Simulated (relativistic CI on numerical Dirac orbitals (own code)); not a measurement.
**Spin-allowed bands of a d3 ion in an octahedral site, by hand**

Problem. Take Δ = 7000 cm⁻¹ and B = 870 cm⁻¹ for a d3 ion in an octahedral site. Calculate the three spin-allowed bands.

Working.
1. The terms of highest spin are 4F (energy 0) and 4P (15B = 13050 cm⁻¹). Here the F term splits into A2 at −1.2Δ = -8400, T2 at −0.2Δ = -1400 and T1 at +0.6Δ = 4200 cm⁻¹.
2. The two T1 states mix through the element 0.4Δ: H = [[4200, 2800], [2800, 13050]], with roots ½(H₁₁ + H₂₂) ∓ ½√[(H₂₂ − H₁₁)² + 4H₁₂²] = ½(17250) ∓ ½(10473) = 3389 and 13861 cm⁻¹.
3. The ground term is 4A2 at -8400 cm⁻¹.
4. Bands: 4T2 7000 cm⁻¹ (1429 nm), 4T1(F) 11789 cm⁻¹ (848 nm), 4T1(P) 22261 cm⁻¹ (449 nm).

Check. Exact diagonalisation of the whole d3 shell with these parameters gives 4T2 7000, 4T1 11789, 4T1 22261 cm⁻¹. The match is exact, since without spin-orbit coupling no other term has this spin. The ratio of the second band to the first, 1.684, depends on Δ/B = 8.0 alone, which is how a Tanabe-Sugano diagram is read.
